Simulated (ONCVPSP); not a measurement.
titanium (Ti): from the effect back to the setting (ONCV)

Base potential:

Ti, optimised norm-conserving Vanderbilt (ONCV), made with ONCVPSP 4.0.1 (PBE, scalar-relativistic). Core [Ne], reference 3s2 3p6 3d2 4s2. Waves: 3s+4s: rc 1.95 bohr, ncon 4, nbas 7, qcut 6 1/bohr, 2 projectors; 3p: rc 1.15 bohr, ncon 4, nbas 9, qcut 8 1/bohr, 1 projector; 3d: rc 2.50 bohr, ncon 4, nbas 8, qcut 6.3 1/bohr, 1 projector. Local part: polynomial inside 0.85 bohr (lpopt 5, dvloc0 4 Ha). Core correction: none.

Cutoffs, loose and tight: the cutoffs (Ha) at which the residual kinetic energy of the hardest occupied pseudo-wave falls to 1 and 0.1 mHa per electron. They do not see the model core or the augmentation charge, which bear on the density cutoff. Test errors are all-electron minus pseudo excitation energies from the reference, over the configurations 3s2 3p6 3d2 4s1; 3s2 3p6 3d2 4s0; 3s2 3p6 3d1 4s0; 3s2 3p6 3d1 4s2; variants that change the core or the reference have their own tests.

Only the scale of all radii (base = 1) is moved:

```json
{"scale of all radii (base = 1)": "0.77", "cutoff, loose": "36 Ha", "cutoff, tight": "195 Ha", "bound ghosts": "none", "largest test error (meV)": "+111", "median size of the test errors": "50.6 meV"}
{"scale of all radii (base = 1)": "0.86", "cutoff, loose": "29 Ha", "cutoff, tight": "168 Ha", "bound ghosts": "none", "largest test error (meV)": "+154", "median size of the test errors": "72.9 meV"}
{"scale of all radii (base = 1)": "0.95", "cutoff, loose": "19 Ha", "cutoff, tight": "74 Ha", "bound ghosts": "none", "largest test error (meV)": "+203", "median size of the test errors": "101.2 meV"}
{"scale of all radii (base = 1)": "1.01", "cutoff, loose": "19 Ha", "cutoff, tight": "32 Ha", "bound ghosts": "none", "largest test error (meV)": "+242", "median size of the test errors": "125.4 meV"}
{"scale of all radii (base = 1)": "1.07", "cutoff, loose": "19 Ha", "cutoff, tight": "23 Ha", "bound ghosts": "none", "largest test error (meV)": "+278", "median size of the test errors": "148.8 meV"}
{"scale of all radii (base = 1)": "1.25", "cutoff, loose": "20 Ha", "cutoff, tight": "24 Ha", "bound ghosts": "none", "largest test error (meV)": "+416", "median size of the test errors": "218.8 meV"}
{"scale of all radii (base = 1)": "1.33", "cutoff, loose": "20 Ha", "cutoff, tight": "24 Ha", "bound ghosts": "none", "largest test error (meV)": "+482", "median size of the test errors": "248.7 meV"}
```

Question: One more run gave cutoff, loose: 20 Ha; cutoff, tight: 24 Ha; bound ghosts: none; largest test error (meV): +354; median size of the test errors: 189.3 meV. Which value of the scale of all radii (base = 1) was used?

Answer: 1.18. The median size of the test errors moves one way along this sweep, from 50.6 meV at 0.77 to 248.7 meV at 1.33, which places the run between 1.07 and 1.25.
